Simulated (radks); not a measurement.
Problem. Species: the lanthanum ion La+. Configuration: [Kr] 4d10 5s2 5p5.5 5d2.5 (fractional occupations, a model configuration). Calculated with a radial shooting solver on a logarithmic mesh with Libxc functionals: scalar-relativistic Kohn-Sham, SCAN, spin-polarised, spherical densities, finite nucleus; open shells are filled with parallel spins first (spin-orbit coupling, left out, can overturn this in heavy ions); meta-GGA in the generalised Kohn-Sham scheme; Fermi nuclear charge, rms radius 4.855 fm. Some entries of the table are withheld. Estimate them.

orbital,occ.,eigenvalue (hartree),r(max) (bohr)
1s up,1,-1426.532,0.01608
1s down,1,-1426.531,0.01608
2s up,1,-227.9623,0.09084
2s down,1,-227.9593,0.09084
2p up,3,-204.1884,0.07315
2p down,3,-204.1854,0.07315
3s up,1,-49.20243,0.2599
3s down,1,-49.20044,0.2599
3p up,3,-41.55017,0.2545
3p down,3,-41.54762,0.2545
3d up,5,-30.58381,0.2104
3d down,5,-30.58008,0.2104
4s up,1,-10.19099,0.6084
4s down,1,-10.18330,0.6086
4p up,3,-7.68688,0.6352
4p down,3,-7.67997,0.6355
4d up,5,-4.05844,0.6714
4d down,5,-4.05073,0.6717
5s up,1,-1.65877,(1)
5s down,1,-1.61147,(2)
5p up,3,(3),(4)
5p down,2.5,(5),(6)
5d up,2.5,-0.30063,2.196

Solution. 
(1) 5s up r(max) (bohr): 1.415
(2) 5s down r(max) (bohr): 1.407
(3) 5p up eigenvalue (hartree): -1.04268
(4) 5p up r(max) (bohr): 1.598
(5) 5p down eigenvalue (hartree): -0.97889
(6) 5p down r(max) (bohr): 1.575
